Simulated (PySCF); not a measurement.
Work out the structure from these simulated measurements.

Formula: C6H8O2.

| Property | Result |
| --- | --- |
| Rotational structure | rotational constants A, B, C: 7.603, 0.889, 0.816 GHz [GFN2-xTB] |
| 1H NMR | chemical shifts (computed TMS as zero) by class: 7.01 (1 H), 6.42 (1 H), 6.34 (1 H), 6.23 (1 H), 5.66 (1 H), 5.57 (1 H), 4.79 (2 H) ppm [GIAO PBE0/pcSseg-1] |
| UV, first state | lowest singlet excitation: 4.86 eV (255 nm, f = 0.000) [TDDFT PBE0/def2-SVPD] |
| 13C NMR | chemical shifts (computed TMS as zero) by class: 172.1 (1 C), 143.0 (1 C), 140.8 (1 C), 136.3 (1 C), 124.3 (1 C), 71.5 (1 C) ppm [GIAO PBE0/pcSseg-1] |
| Dipole | 1.69 D [PBE0/def2-SVPD] |
| UV, strongest line | among the 6 lowest singlet transitions: S3 at 6.43 eV (193 nm, f = 0.273) [TDDFT PBE0/def2-SVPD] |
| Triplet | lowest triplet excitation (Tamm–Dancoff): 3.86 eV [TDA PBE0/def2-SVPD] |
| NMR, other nuclei | isotropic shieldings of nuclei other than C and H, by class: -74 (1 O), 119 (1 O) ppm [GIAO PBE0/pcSseg-1] |

Electronic properties: PySCF, gas phase, density fitting. Levels stand in brackets. NMR shifts are as computed; neighbouring signals can stand in another order in a measured spectrum. Geometry: GFN2-xTB, one conformer, isolated molecule. NMR classes are plain means over equivalent atoms (diastereotopic ones count apart unless rotation or inversion swaps them), as if these changed places fast.

Question: What is the compound? Reason from the data.

Answer: Numbering: `[CH2:1]=[CH:2][CH2:3][O:4][C:5](=[O:6])[CH:7]=[CH2:8]`. Its formula, C6H8O2, gives 3 degrees of unsaturation: 0 rings and 3 π bonds in the structure found. 6 carbons fall into 6 classes; from least to most shielded: ester carbonyl carbon [C5] (172.1 ppm), alkene CH carbon [C2] (143.0 ppm), terminal =CH2 carbon [C8] (140.8 ppm), alkene CH carbon [C7] (136.3 ppm), terminal =CH2 carbon [C1] (124.3 ppm), sp3 carbon bound to oxygen [C3] (71.5 ppm). Hydrogen classes from least to most shielded: 1 H on a terminal =CH2 carbon, C8 (7.01 ppm), 1 H on an alkene CH carbon, C2 (6.42 ppm), 1 H on an alkene CH carbon, C7 (6.34 ppm), 1 H on a terminal =CH2 carbon, C8 (6.23 ppm), 1 H on a terminal =CH2 carbon, C1 (5.66 ppm), 1 H on a terminal =CH2 carbon, C1 (5.57 ppm), 2 H on an sp3 carbon bound to oxygen, C3 (4.79 ppm, a mean of values up to 0.5 ppm apart in this geometry). The other shieldings belong to: -74 ppm, ester carbonyl oxygen [O6]; 119 ppm, ester single-bonded oxygen [O4]. The optimised geometry has point group C1 and is an asymmetric top. Structure: allyl acrylate, `O(CC=C)C(C=C)=O`. Computed isomers that give other values at the same levels: `OCC1=CCC=CO1` (13C chemical shifts (computed TMS as zero) by class: 158.8 (1 C), 148.2 (1 C), 106.5 (1 C), 103.8 (1 C), 69.2 (1 C), 25.3 (1 C) ppm); `COC(=O)C=C1CC1` (13C chemical shifts (computed TMS as zero) by class: 172.8 (1 C), 155.7 (1 C), 117.4 (1 C), 53.4 (1 C), 7.6 (1 C), 4.0 (1 C) ppm); `CC1C(=O)CCC1=O` (rotational constant A: 3.017 GHz; this holds for the one conformer computed). The assignments are read from this structure; whether some other isomer fits the data as well wasn't checked.

Shape of the structure used: `[CH2:1]=[CH:2][CH2:3][O:4][C:5](=[O:6])[CH:7]=[CH2:8]`: C1–C2–C3–O4 134°, C2–C3–O4–C5 177°, C3–O4–C5–O6 0°, O4–C5–C7–C8 -178°.
